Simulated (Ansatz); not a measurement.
Total energies of the cluster P₃Se (the lowest doublet isomer of a short search) from Ansatz at PBE0-D4/def2-TZVP, gas phase (1 Eh = 27.2114 eV = 2625.5 kJ/mol). The reference geometry is relaxed at PBE-D4/def2-SVP.

```xyz
4

P    -0.1536   -1.2551   -0.2513
P     0.9644    0.3223    0.7925
P     0.5704    0.5179   -1.3937
Se   -1.3813    0.4150    0.8525
```

```tsv
state	geometry	energy (Eh)
charge 0 doublet	reference	-3425.01086
charge 1 singlet	reference	-3424.71616
charge 0 quartet	relaxed at PBE-D4/def2-SVP	-3424.95137
free P atom (quartet)	–	-341.13505
free Se atom (triplet)	–	-2401.20505
```

Task: Work out the vertical ionisation energy to the singlet.

Result: E(charge 1 singlet) − E(charge 0 doublet) = -3424.71616 − (-3425.01086) = 0.29470 Eh = 8.02 eV. For comparison, −ε of the highest occupied level of the spin that leaves is 6.08 eV at this level, 1.94 eV less.

Task: Which of the charge 0 states is lowest, and how far above it are the others?

Result: The doublet. quartet: -3424.95137 − (-3425.01086) = 0.05949 Eh = 156.2 kJ/mol. The quartet differs in its bonds from the reference.

Task: What is the binding energy per atom against free atoms?

Result: Atoms: 3 × (-341.13505) + 1 × (-2401.20505) = -3424.61020 Eh. Binding: -3424.61020 − (-3425.01086) = 0.40066 Eh = 10.90 eV, or 2.73 eV for each of 4 atoms (no zero-point energy, no counterpoise term).

The structure comes from a short search, and lower isomers may exist.
